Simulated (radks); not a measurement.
Q: These are the eigenvalues of the occupied orbitals of an atom or ion with whole-number occupations (hartree). Calculated with a radial shooting solver on a logarithmic mesh with Libxc functionals: Dirac Kohn-Sham, PBEsol, spin-unpolarised, spherical densities, point nucleus.

1s1/2: -1161.653
2s1/2: -178.6884
2p1/2: -167.4827
2p3/2: -157.4030
3s1/2: -36.11588
3p1/2: -31.50820
3p3/2: -29.62971
3d3/2: -21.49564
3d5/2: -21.10267
4s1/2: -6.72749
4p1/2: -5.14331
4p3/2: -4.78507
4d3/2: -2.25690
4d5/2: -2.20265
5s1/2: -1.19607
5p1/2: -0.84144

Which element is it, and in what charge state? The configuration may be excited. Open shells, if any, fill j = l - 1/2 first.

A: Z = 52, tellurium, charge +2: Te2+ in [Kr] 4d10 5s2 5p2. The list shows which subshells hold electrons but not how many an open one holds; the 1s level, -1161.7 hartree, gives Z - s = 48.2 by -(Z - s)^2/2, which with screening and relativity narrows Z to a few neighbours, and the depths of the outer levels then fix element, charge and occupations together.
